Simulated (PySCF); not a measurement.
Identify the compound

An unknown has the formula C3H9N3Si2. Its calculated NMR data are:

1H NMR (400 MHz, computed): δ 5.40 (m, 1H), 5.25 (m, 1H), 4.83 (m, 1H), 3.37 (m, 1H), 3.36 (m, 1H), 2.93 (m, 1H), 2.87 (m, 1H), 0.98 (br s, 1H), 0.49 (br s, 1H).

13C{1H} NMR (computed): δ 125.9 (C), 50.1 (CH2), 49.8 (CH2).

[PySCF 2.14: GFN2-xTB structure; PBE0/pcSseg-1 with gauge-including orbitals; in vacuum; one computed conformer; non-relativistic Hamiltonian]

Shifts are taken against calculated references (same method and geometry level): 1H (σref 31.72), 13C (σref 186.93) vs TMS.

Question: Deduce the structure.

Answer: 
- Rings plus π bonds: 3 (1 ring in the answer).
- 3 carbon signals for 3 carbons: no two carbons are equivalent.
- Carbon types of the structure: 1 × C, 2 × CH2, leaving 5 H on heteroatoms.
- δC 125.9: nitrile carbon; C≡N carbons fall here, among the sp2 signals but without a proton.
- δC 50.1, 49.8: sp3 CH2 bonded to N; the inductive effect lowers its shielding.
- δH 5.40: hydrogen on a silicon bonded to C, N, Si, in a 6-membered ring.
- δH 5.25, 4.83: hydrogen on a silicon bonded to N, Si, in a 6-membered ring.
- δH 3.37, 3.36, 2.93, 2.87: hydrogen on an sp3 CH2 bonded to N; its carbon carries N, hence the downfield position.
- δH 0.98, 0.49: hydrogen on a nitrogen bonded to C, Si, in a 6-membered ring; exchangeable; this is the value without hydrogen bonding to other molecules.

Structure: `InChI=1S/C3H9N3Si2/c4-3-8-6-2-1-5-7-8/h5-6,8H,1-2,7H2/t8-/m0/s1`.

The shifts were computed for this structure.

OH/NH shifts are gas-phase values; hydrogen bonding in solution moves them, usually downfield. Shifts are as computed. Against solution values, carbons near 30 ppm lie about +3 ppm off and those near 130 ppm about +5 ppm. Of 1211 compounds with measured shifts, 218 miss one by over three times the rms of a fit or turn the order of signals round; such compounds aren't used in these exercises. Multiplicities follow the n + 1 count of equivalent neighbours, as no J values were calculated; m marks all less simple cases, F and P coupling included.
